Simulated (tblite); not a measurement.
Isomers of C2H8O3SSi. Calculated harmonic vibrations of the isolated species, GFN2-xTB (tblite), most abundant isotopes, no scaling. The method is semi-empirical: single wavenumbers can be off by several per cent or more. Modes of hydrogen on silicon and sulfur can be 10 to 20 % off. One conformer each.

Electronic energies: GFN2-xTB at the same geometries; isomer energies are rough at this level and their order can be wrong.

```tsv
SMILES	electronic energy, lowest = 0 (kJ/mol)
CS(=O)(=O)CO[SiH3]	347.4
CCO[Si](O)(O)S	0.0
C[SiH2]OS(C)(=O)=O	254.9
CS(=O)(=O)C[SiH2]O	343.3
CSC[Si](O)(O)O	91.6
C[S@@](=O)CO[SiH2]O	204.3
```

Question: How do GFN2-xTB zero-point energies change the relative energies?

Answer: 
| SMILES | ZPE (kJ/mol) | of it from modes above 1550 cm⁻¹ | electronic (kJ/mol) | with ZPE, lowest = 0 (kJ/mol) | lowest mode (cm⁻¹) | rings |
| --- | --- | --- | --- | --- | --- | --- |
| CCO[Si](O)(O)S | 279.4 | 148.6 | 0.0 | 0.0 | 26 | 0 |
| CSC[Si](O)(O)O | 280.3 | 156.5 | 91.6 | 92.5 | 33 | 0 |
| C[S@@](=O)CO[SiH2]O | 271.3 | 136.3 | 204.3 | 196.2 | 39 | 0 |
| C[SiH2]OS(C)(=O)=O | 269.4 | 136.6 | 254.9 | 245.0 | 18i | 0 |
| CS(=O)(=O)C[SiH2]O | 269.8 | 141.3 | 343.3 | 333.7 | 27 | 0 |
| CS(=O)(=O)CO[SiH3] | 266.4 | 131.6 | 347.4 | 334.4 | 74 | 0 |

The zero-point energies span 13.9 kJ/mol, from `CS(=O)(=O)CO[SiH3]` to `CSC[Si](O)(O)O`. Slightly imaginary modes are left out of the zero-point energy: `C[SiH2]OS(C)(=O)=O` 17.8i cm⁻¹. The order is unchanged.

Question: What do entropy and thermal enthalpy add at 298.15 K and 1 bar (rigid rotor, harmonic oscillator, one conformer each)?

Answer: 
```csv
SMILES,point group,symmetry number,S (J/(mol K)),H − H(0) (kJ/mol),ZPE + H − H(0) − TS (kJ/mol)
CCO[Si](O)(O)S,C1,1,438.9,31.66,180.2
CSC[Si](O)(O)O,C1,1,430.2,31.52,183.5
C[S@@](=O)CO[SiH2]O,C1,1,402.9,27.78,178.9
CS(=O)(=O)C[SiH2]O,Cs,1,416.3,29.08,174.8
CS(=O)(=O)CO[SiH3],C1,1,397.4,27.79,175.7
```

Not tabulated: `C[SiH2]OS(C)(=O)=O` (lowest mode only 18i cm⁻¹).
